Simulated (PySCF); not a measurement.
# Working out the ionisation energy of Sn

Sn [Kr] 4d10 5s2 5p2 (3P) → Sn⁺ [Kr] 4d10 5s2 5p1 (2P). Calculation: PySCF 2.14, in cc-pVDZ-PP with ECP28MDF; a scalar-relativistic core potential. Frozen: 4s2 4p6 4d10. Energies in hartree (1 hartree = 27.21139 eV):

```tsv
part	Sn (lower)	Sn⁺ (upper)
UHF	-213.334807	-213.082772
CCSD correlation	-0.048452	-0.039759
(T)	-0.000581	-0.000356
```

Task: What does Hartree-Fock give?

Result: (-213.082772) − (-213.334807) = 0.252035 hartree = 6.858 eV.

Task: What do CCSD and CCSD(T) give?

Result: The CCSD correlation energies differ by 0.008693 hartree = 0.237 eV and the triples by 0.000225 hartree = 0.006 eV, so CCSD gives 7.095 eV and CCSD(T) 7.101 eV.

Measured between the centres of the two terms (NIST): 7.389 eV, so CCSD(T) (valence) is off by -0.288 eV.

A double-zeta basis recovers only part of the correlation energy.

What remains against the reference includes basis incompleteness, the frozen core and higher excitations.
